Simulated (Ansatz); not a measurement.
Relaxation of a periodic cell of 26 atoms, LiH₁₆ClO₈ (contents 8 H2O + 1 Li + 1 Cl, density as packed 0.99 g/cm³ with natural masses), to a largest force component of 0.3 eV/Å in at most 15 steps.

All numbers below come from Ansatz, DFT LDA, scalar-relativistic, plane waves, PAW. Settings: accuracy low, cutoff 420 eV, k mesh 1x1x1, fermi-dirac smearing 0.02 eV, no spin polarisation.

```xyz
26
Lattice="6.7853 0.0000 0.0000 0.0000 6.7853 0.0000 0.0000 0.0000 6.7853" Properties=species:S:1:pos:R:3
O 0.614 5.331 5.446
H 1.553 5.567 5.479
H 0.380 5.170 6.372
O 2.098 2.939 3.137
H 1.289 3.105 3.643
H 2.161 1.973 3.105
O 0.224 1.154 1.943
H 0.217 2.120 1.862
H 1.151 0.914 1.795
O 4.367 7.051 3.232
H 4.933 7.110 2.448
H 4.151 6.109 3.295
O 3.379 4.137 0.226
H 3.188 5.083 0.316
H 4.313 4.111 -0.030
O 5.206 0.683 7.065
H 5.060 1.587 6.750
H 5.870 0.327 6.456
O 4.986 3.588 2.068
H 4.698 2.726 1.734
H 5.786 3.388 2.576
O 1.447 0.928 5.608
H 2.078 0.652 6.289
H 0.620 1.060 6.094
Li 0.525 5.312 2.212
Cl 4.810 2.902 4.769
```

**Question.** Where does it end, and by what steps?

**Answer.** The run ended unconverged. Limits of this set-up: coarse k mesh, low accuracy level. After 14 steps the energy has fallen by 8.542 eV; H20 moved furthest, 1.70 Å. Joined: O1–Li25, O7–Li25, O19–Li25.

```tsv
step	energy less start (eV)	largest force component (eV/Å)	accepted
0	0.0000	1.507	yes
1	-1.5127	2.044	yes
2	-2.7065	2.416	yes
3	-4.0285	1.801	yes
4	-4.9700	1.600	yes
5	-5.5993	1.306	yes
6	-6.1401	0.750	yes
7	-6.6335	0.664	yes
8	-7.0604	0.912	yes
9	-7.3968	1.138	yes
10	-7.6346	1.492	yes
11	-7.8686	1.228	yes
12	-8.1142	0.623	yes
13	-8.3470	0.387	yes
14	-8.5419	0.306	yes
```

```xyz
26
Lattice="6.7853 0.0000 0.0000 0.0000 6.7853 0.0000 0.0000 0.0000 6.7853" Properties=species:S:1:pos:R:3
O 0.244 5.709 4.747
H 0.905 6.249 5.273
H 0.097 4.816 5.147
O 1.676 2.156 3.376
H 1.388 1.987 4.306
H 2.615 1.840 3.352
O 0.504 0.518 1.787
H -0.389 0.890 1.621
H 0.964 1.212 2.421
O 3.768 7.027 2.580
H 4.116 7.147 1.663
H 4.242 6.232 2.908
O 4.028 4.423 0.522
H 3.822 5.347 0.280
H 4.485 3.993 -0.260
O 4.763 0.481 6.758
H 5.011 1.353 6.307
H 5.396 -0.158 6.363
O 5.558 4.596 2.590
H 4.961 4.403 1.781
H 5.411 3.896 3.274
O 1.702 0.767 5.973
H 2.669 0.695 6.124
H 1.301 0.823 6.885
Li 0.223 5.695 2.861
Cl 5.642 2.931 5.255
```

Run time: 42 s on 1 thread of Arm Neoverse N1 (shared host), peak memory 0.34 GiB.
